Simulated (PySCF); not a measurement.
C₃H₄, SMILES C1=CC1. Atoms are numbered in the order given.

```xyz
7

C      0.0000    -0.6434    -0.4996
C      0.0000     0.6434    -0.4996
C      0.0000     0.0000     0.8609
H      0.0000    -1.5717    -1.0416
H      0.0000     1.5717    -1.0416
H      0.9115     0.0000     1.4567
H     -0.9115     0.0000     1.4567
```
Charge 0, spin multiplicity 1.

Geometry optimised at B3LYP-D3(BJ)/def2-TZVP.

These are PBE/pcJ-1 (PySCF) values and carry that method's errors.

Isotropic couplings with Fermi-contact, spin-dipole and both spin-orbit terms, one fixed conformer, no vibrational averaging. Isotopes: 13C, 1H.

| pair | bonds apart | J (Hz) |
|---|---|---|
| C1–C2 | 1 | 63.9 |
| C1–C3 | 1 | [?] |
| C1–H4 | 1 | 220.9 |
| C2–C3 | 1 | [?] |
| C2–H5 | 1 | 220.9 |
| C3–H6 | 1 | 161.0 |
| C3–H7 | 1 | 161.0 |
| C1–H5 | 2 | [?] |
| C1–H6 | 2 | -1.5 |
| C1–H7 | 2 | -1.5 |
| C2–H4 | 2 | [?] |
| C2–H6 | 2 | -1.5 |
| C2–H7 | 2 | -1.5 |
| C3–H4 | 2 | 2.7 |
| C3–H5 | 2 | 2.7 |
| H6–H7 | 2 | 8.4 |
| H4–H5 | 3 | [?] |
| H4–H6 | 3 | [?] |
| H4–H7 | 3 | [?] |
| H5–H6 | 3 | [?] |
| H5–H7 | 3 | [?] |

Question: What belongs in the gaps? (The exact figures need the calculation; the answer reports its results.)

Answer: 
- C1–C3, J (Hz): 6.9
- C2–C3, J (Hz): 6.9
- C1–H5, J (Hz): 4.0
- C2–H4, J (Hz): 4.0
- H4–H5, J (Hz): 0.9
- H4–H6, J (Hz): -2.0
- H4–H7, J (Hz): -2.0
- H5–H6, J (Hz): -2.0
- H5–H7, J (Hz): -2.0
